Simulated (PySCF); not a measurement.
# Telling isomers of C7H10Si apart by NMR

All values are calculated (PySCF 2.14): σ from GIAO-PBE0/pcSseg-1, structure optimised with GFN2-xTB. One computed conformer, one averaged value for each set of equivalent atoms, no relativistic terms, no solvent model.

δ = σ(ref) − σ, references computed at the same level: ¹H and ¹³C against TMS. Where no couplings were computed, multiplicities follow the n + 1 count of equivalent neighbours, and m marks all less simple cases (inequivalent or close neighbours, rings, F or P nearby). Shifts are as computed. Against solution values, carbons near 30 ppm lie about +3 ppm off and those near 130 ppm about +5 ppm. Of 1211 compounds with measured shifts, 218 miss one by over three times the rms of a fit or turn the order of signals round; such compounds aren't used in these exercises.

(1) Tabulate the signals of `C#CC(C)(C#C)[SiH2]C`, `C=CCC1=CC=C[SiH2]1` and their relative energies.

(2) What is the quickest way to tell C#CC(C)(C#C)[SiH2]C from C=CCC1=CC=C[SiH2]1?

## Answers

(1) 
```tsv
SMILES	carbon types	δC	δH	E rel. (kcal/mol)
C#CC(C)(C#C)[SiH2]C	3×C 2×CH 2×CH3	90.4, 76.9, 27.5, 14.7, -8.2	4.24 (q, 2H), 1.75 (s, 2H), 1.64 (s, 3H), 0.50 (t, 3H)	47.0
C=CCC1=CC=C[SiH2]1	1×C 4×CH 2×CH2	157.1, 155.1, 149.5, 149.3, 133.2, 120.5, 45.8	7.20 (m, 1H), 6.87 (d, 1H), 6.11 (m, 1H), 5.96 (m, 1H), 5.41 (m, 1H), 5.21 (m, 1H), 4.54 (m, 2H), 3.24 (d, 2H)	0.0
```

Energies are electronic energies at PBE0/pcSseg-1 on these geometries, without zero-point or thermal terms, each for the one conformer computed, which needn't be the lowest.

(2) Count the carbon signals: 5 against 7. The first has an alkyne carbon (C) at 90.4 ppm, the second an alkene CH at 157.1 ppm. In the proton spectra the most deshielded non-exchanging signals are 4.24 (q, 2H) and 7.20 (m, 1H).
